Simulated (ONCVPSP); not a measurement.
## Configuration tests for Mn (ONCV)

manganese, optimised norm-conserving Vanderbilt (ONCV), made with ONCVPSP 4.0.1 (PBE, scalar-relativistic). Core [Ne], reference 3s2 3p6 3d5 4s1 (charge +1). Waves: 3s+4s: rc 1.20 bohr, ncon 3, nbas 8, qcut 8.7 1/bohr, 2 projectors; 3p: rc 0.95 bohr, ncon 3, nbas 6, qcut 7.1 1/bohr, 1 projector; 3d: rc 1.00 bohr, ncon 4, nbas 8, qcut 8.5 1/bohr, 2 projectors, debl 2.7 Ha. Local part: polynomial inside 0.65 bohr (lpopt 5, dvloc0 0 Ha). Core correction: Teter function, fcfact 6, rcfact 1.05.

Energies are relative to the spin-unpolarised reference configuration 3s2 3p6 3d5 4s1; without spin polarisation the order of configurations can differ from experiment.

| valence configuration | charge | ΔE all-electron (eV) | error AE − PS (meV) |
| --- | --- | --- | --- |
| 3s2 3p6 3d5 4s0 | +2 | 15.599 | -0.8 |
| 3s2 3p6 3d6 4s1 | 0 | -8.775 | +0.3 |

(1) What are ΔE and the potential's error for 3s2 3p6 3d4 4s0?

(2) What are ΔE and the potential's error for 3s2 3p6 3d5 4s2?

Answers

(1) ΔE = 48.118 eV all-electron; the error (AE − PS) is +7.6 meV.

(2) ΔE = -8.416 eV all-electron; the error (AE − PS) is +0.9 meV.
